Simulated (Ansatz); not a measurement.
Geometry optimisation, Ansatz 0.2.0, RKS PBE0/def2-SVP.

Input file:

```yaml
crystal:
  periodic: [false, false, false]
  atoms:
    - { symbol: C, position_ang: [0.5203, -2.1383, -0.0764] }
    - { symbol: C, position_ang: [0.571, -0.6893, -0.6562] }
    - { symbol: F, position_ang: [0.2575, -0.7603, -2.0069] }
    - { symbol: Si, position_ang: [-0.4731, 0.599, 0.0997] }
    - { symbol: "N", position_ang: [-0.5033, 2.1065, -0.6433] }
    - { symbol: "N", position_ang: [-0.0796, 1.166, 1.6256] }
    - { symbol: H, position_ang: [-0.5102, -2.4984, -0.2157] }
    - { symbol: H, position_ang: [1.1937, -2.7458, -0.6282] }
    - { symbol: H, position_ang: [0.7245, -2.1049, 1.0199] }
    - { symbol: H, position_ang: [1.6158, -0.3469, -0.5566] }
    - { symbol: H, position_ang: [-1.967, 0.1773, 0.2252] }
    - { symbol: H, position_ang: [-0.29195, 2.78832, 0.11234] }
    - { symbol: H, position_ang: [-1.42856, 2.31166, -1.03794] }
    - { symbol: H, position_ang: [-0.5842, 0.6215, 2.3601] }
    - { symbol: H, position_ang: [-0.4714, 2.0734, 1.7033] }
basis:
  gaussian: { orbitals: def2-SVP }
hamiltonian:
  xc: pbe0
relax:
  f_tol: 0.015
  max_steps: 40
```

Run as:

```bash
$ ansatz run input.yaml --threads 2 --pin off --max-ram 3072MiB --backend cpu --events-out ev --progress --plain --runs-dir out
```

Task: Where does it end, and by what steps?

Result: The run converged. After 12 steps the energy has fallen by 1.238 eV; H12 moved furthest, 0.84 Å.

| step | energy less start (eV) | largest force component (eV/Å) | accepted |
| --- | --- | --- | --- |
| 0 | 0.0000 | 3.602 | yes |
| 1 | -0.8089 | 1.398 | yes |
| 2 | -0.9776 | 0.788 | yes |
| 3 | -1.0861 | 0.561 | yes |
| 4 | -1.1515 | 0.333 | yes |
| 5 | -1.1988 | 0.714 | yes |
| 6 | -1.1558 | 0.809 | no |
| 7 | -1.2304 | 0.290 | yes |
| 8 | -1.2190 | 0.458 | no |
| 9 | -1.2370 | 0.041 | yes |
| 10 | -1.2374 | 0.050 | yes |
| 11 | -1.2375 | 0.049 | yes |
| 12 | -1.2376 | 0.013 | yes |

```xyz
15
Properties=species:S:1:pos:R:3
C 0.484 -1.959 0.037
C 0.501 -0.588 -0.604
F 0.143 -0.720 -1.950
Si -0.711 0.691 0.131
N -0.708 2.250 -0.601
N -0.228 0.912 1.778
H -0.534 -2.379 0.058
H 1.127 -2.657 -0.522
H 0.861 -1.911 1.071
H 1.530 -0.183 -0.582
H -2.084 0.148 -0.138
H 0.133 2.816 -0.606
H -1.265 2.408 -1.432
H 0.031 0.119 2.353
H -0.705 1.615 2.332
```

Run time: 51 s on 2 threads of Arm Neoverse V2, on a shared host, peak memory 0.35 GiB.
